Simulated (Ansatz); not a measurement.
Reaction (SMILES): [H]/[C]=C\Cl → 2 C atom + Cl atom + 2 H atom
B3LYP-D3(BJ)/def2-TZVP geometries, fixed; electronic energies without zero-point terms.

The atomisation energy at MP2 with Ansatz (a program for electronic structure), in kcal/mol, split into its Hartree-Fock and correlation parts. Cores are frozen. An unrestricted Hartree-Fock determinant is markedly spin-contaminated. Open shells are unrestricted. No added dispersion term, no relativity. Functions are those of the species that has most.

```csv
basis,X,functions,Hartree-Fock,MP2
cc-pV(D+d)Z,2,61,299.09,390.19
cc-pV(T+d)Z,3,127,306.07,413.87
cc-pV(Q+d)Z,4,234,306.80,421.28
```

Worked estimate of the basis-set limit from each neighbouring pair, with Hartree-Fock from the larger set and the correlation part extrapolated as X^-3.
Correlation parts: X = 2: 91.10, X = 3: 107.80, X = 4: 114.48.
- (2,3): (27·(107.80) - 8·(91.10))/19 = 114.83; with Hartree-Fock 306.07 the estimate is 420.90 kcal/mol.
- (3,4): (64·(114.48) - 27·(107.80))/37 = 119.35; with Hartree-Fock 306.80 the estimate is 426.15 kcal/mol.
The last two estimates differ by 5.25 kcal/mol; the largest set lies 4.87 from the last. Over the last step Hartree-Fock moves by 0.73 and the correlation part by 6.68.
